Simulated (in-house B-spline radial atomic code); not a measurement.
Inner levels of thallium as electrons are removed. A shift is the extra binding of the orbital against the neutral atom ([Xe] 4f14 5d10 6s2 6p1). Computed with an all-electron radial atomic-structure program (B-spline basis): non-relativistic Hartree-Fock, average of the configuration, point nuclei.

This level leaves out relativity, spin-orbit splitting included, which matters for heavy ions.

| ion | configuration | shift of 3d (eV) | shift of 3s (eV) | shift of 2p (eV) | radius of 3d (bohr) | radius of 3s (bohr) | radius of 2p (bohr) | Σ<r²> (bohr²) | change of density at nucleus (bohr⁻³) |
| --- | --- | --- | --- | --- | --- | --- | --- | --- | --- |
| Tl23+ | [Kr] 4d10 4f12 | 605.82 | 602.52 | 614.76 | 0.16415 | 0.19732 | 0.066441 | 6.9285 | -315.25 |
| Tl24+ | [Kr] 4d10 4f11 | 662.84 | 659.52 | 671.25 | 0.16408 | 0.19725 | 0.066444 | 6.5999 | -288.6 |
| Tl25+ | [Kr] 4d10 4f10 | ? | ? | ? | ? | ? | ? | ? | ? |
| Tl26+ | [Kr] 4d10 4f9 | 781.41 | 777.94 | 788.93 | 0.16392 | 0.19711 | 0.066451 | 5.992 | -230.6 |
| Tl27+ | [Kr] 4d10 4f8 | ? | ? | ? | ? | ? | ? | ? | ? |
| Tl28+ | [Kr] 4d10 4f7 | 905.87 | 902.07 | 912.77 | 0.16373 | 0.19693 | 0.066457 | 5.4417 | -166.39 |
| Tl29+ | [Kr] 4d10 4f6 | 970.26 | 966.23 | 976.98 | 0.16362 | 0.19683 | 0.066461 | 5.1853 | -131.94 |
| Tl30+ | [Kr] 4d10 4f5 | 1036.08 | 1031.75 | 1042.69 | 0.1635 | 0.19672 | 0.066464 | 4.9404 | -95.969 |
| Tl31+ | [Kr] 4d10 4f4 | 1103.3 | 1098.63 | 1109.91 | 0.16338 | 0.1966 | 0.066468 | 4.7061 | -58.462 |
| Tl32+ | [Kr] 4d10 4f3 | 1171.92 | 1166.84 | 1178.62 | 0.16325 | 0.19647 | 0.066471 | 4.4817 | -19.418 |
| Tl33+ | [Kr] 4d10 4f2 | ? | ? | ? | ? | ? | ? | ? | ? |
| Tl34+ | [Kr] 4d10 4f1 | 1313.28 | 1307.2 | 1320.5 | 0.16295 | 0.1962 | 0.066479 | 4.0601 | 63.257 |
| Tl35+ | [Kr] 4d10 | 1386 | 1379.31 | 1393.65 | 0.1628 | 0.19604 | 0.066483 | 3.8619 | 106.9 |
| Tl36+ | [Kr] 4d9 | 1456.96 | 1448.65 | 1470.43 | 0.16282 | 0.19586 | 0.066473 | 3.6501 | 162.79 |
| Tl37+ | [Kr] 4d8 | 1528.84 | 1518.82 | 1548.31 | 0.16263 | 0.19567 | 0.066463 | 3.4438 | 219.95 |
| Tl38+ | [Kr] 4d7 | 1601.61 | 1589.82 | 1627.29 | 0.16244 | 0.19547 | 0.066452 | 3.2427 | 278.41 |
| Tl39+ | [Kr] 4d6 | 1675.27 | 1661.63 | 1707.38 | 0.16224 | 0.19527 | 0.066442 | 3.0468 | 338.14 |
| Tl40+ | [Kr] 4d5 | 1749.83 | 1734.25 | 1788.58 | 0.16204 | 0.19507 | 0.06643 | 2.8557 | 399.16 |
| Tl41+ | [Kr] 4d4 | 1825.26 | 1807.69 | 1870.87 | 0.16183 | 0.19485 | 0.066419 | 2.6695 | 461.47 |
| Tl42+ | [Kr] 4d3 | 1901.58 | 1881.93 | 1954.25 | 0.16162 | 0.19464 | 0.066407 | 2.4878 | 525.06 |
| Tl43+ | [Kr] 4d2 | 1978.78 | 1956.97 | 2038.73 | 0.1614 | 0.19441 | 0.066395 | 2.3105 | 589.93 |
| Tl44+ | [Kr] 4d1 | 2056.86 | 2032.81 | 2124.3 | 0.16118 | 0.19419 | 0.066382 | 2.1376 | 656.09 |
| Tl45+ | [Ar] 3d10 4s2 4p6 | 2135.81 | 2109.44 | 2210.96 | 0.16095 | 0.19395 | 0.066369 | 1.9688 | 723.54 |

(1) Fill in the row of Tl25+.

(2) Fill in the row of Tl27+.

(3) Fill in the row of Tl33+.

## Answers

(1) shift of 3d (eV): 721.38; shift of 3s (eV): 718.01; shift of 2p (eV): 729.32; radius of 3d (bohr): 0.16401; radius of 3s (bohr): 0.19718; radius of 2p (bohr): 0.066447; Σ<r²> (bohr²): 6.2882; change of density at nucleus (bohr⁻³): -260.39.

(2) shift of 3d (eV): 842.91; shift of 3s (eV): 839.3; shift of 2p (eV): 850.09; radius of 3d (bohr): 0.16383; radius of 3s (bohr): 0.19702; radius of 2p (bohr): 0.066454; Σ<r²> (bohr²): 5.7102; change of density at nucleus (bohr⁻³): -199.27.

(3) shift of 3d (eV): 1241.92; shift of 3s (eV): 1236.37; shift of 2p (eV): 1248.82; radius of 3d (bohr): 0.16311; radius of 3s (bohr): 0.19634; radius of 2p (bohr): 0.066475; Σ<r²> (bohr²): 4.2666; change of density at nucleus (bohr⁻³): 21.155.
